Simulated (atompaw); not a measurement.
## An all-electron radial function and its pseudo partner (gallium (Ga))

Columns: radius, all-electron u(r) and pseudo u(r) of the 3p shell (level -119.13 eV) of gallium in the configuration [Ne] 3s2 3p6 3d10 4s1 4p0; LDA (PW92), scalar-relativistic, PAW (atompaw) scheme, atompaw 4.2.0.5.

```json
{"r (bohr)": "0.054", "all-electron": "-0.4234", "pseudo": "0.0277"}
{"r (bohr)": "0.108", "all-electron": "-0.6938", "pseudo": "0.1080"}
{"r (bohr)": "0.162", "all-electron": "-0.5559", "pseudo": "0.2336"}
{"r (bohr)": "0.215", "all-electron": "-0.1959", "pseudo": "0.3897"}
{"r (bohr)": "0.269", "all-electron": "0.2301", "pseudo": "0.5677"}
{"r (bohr)": "0.323", "all-electron": "0.6156", "pseudo": "0.7493"}
{"r (bohr)": "0.377", "all-electron": "0.9168", "pseudo": "0.9188"}
{"r (bohr)": "0.431", "all-electron": "1.1246", "pseudo": "1.0625"}
{"r (bohr)": "0.485", "all-electron": "1.2476", "pseudo": "1.1703"}
{"r (bohr)": "0.538", "all-electron": "1.3010", "pseudo": "1.2356"}
{"r (bohr)": "0.592", "all-electron": "1.3031", "pseudo": "1.2597"}
{"r (bohr)": "0.646", "all-electron": "1.2676", "pseudo": "1.2447"}
{"r (bohr)": "0.700", "all-electron": "1.2069", "pseudo": "1.1978"}
{"r (bohr)": "0.754", "all-electron": "1.1307", "pseudo": "1.1282"}
{"r (bohr)": "0.808", "all-electron": "1.0461", "pseudo": "1.0458"}
{"r (bohr)": "0.862", "all-electron": "0.9583", "pseudo": "0.9583"}
{"r (bohr)": "0.915", "all-electron": "0.8727", "pseudo": "0.8727"}
{"r (bohr)": "0.969", "all-electron": "0.7882", "pseudo": "0.7882"}
{"r (bohr)": "1.023", "all-electron": "0.7081", "pseudo": "0.7081"}
{"r (bohr)": "1.077", "all-electron": "0.6334", "pseudo": "0.6334"}
{"r (bohr)": "1.131", "all-electron": "0.5645", "pseudo": "0.5645"}
{"r (bohr)": "1.185", "all-electron": "0.5014", "pseudo": "0.5014"}
{"r (bohr)": "1.238", "all-electron": "0.4452", "pseudo": "0.4452"}
{"r (bohr)": "1.292", "all-electron": "0.3933", "pseudo": "0.3933"}
{"r (bohr)": "1.346", "all-electron": "0.3469", "pseudo": "0.3469"}
{"r (bohr)": "1.400", "all-electron": "0.3054", "pseudo": "0.3054"}
```

Q: How many radial nodes do the two functions have?

A: The all-electron 3p function has n − l − 1 = 1; the pseudo-wave has 0, since the states of the same l below it are removed with the core.

Q: At about which radius was the pseudo-wave matched?

A: 0.90 bohr. The columns agree to 0.0005 from 0.81 bohr on; several derivatives are matched, so the curves merge somewhat inside the radius.

Q: Is the pseudo-wave norm-conserving?

A: No, it belongs to a PAW set: the norm inside the radius is not constrained, and the difference is carried by the augmentation charge.
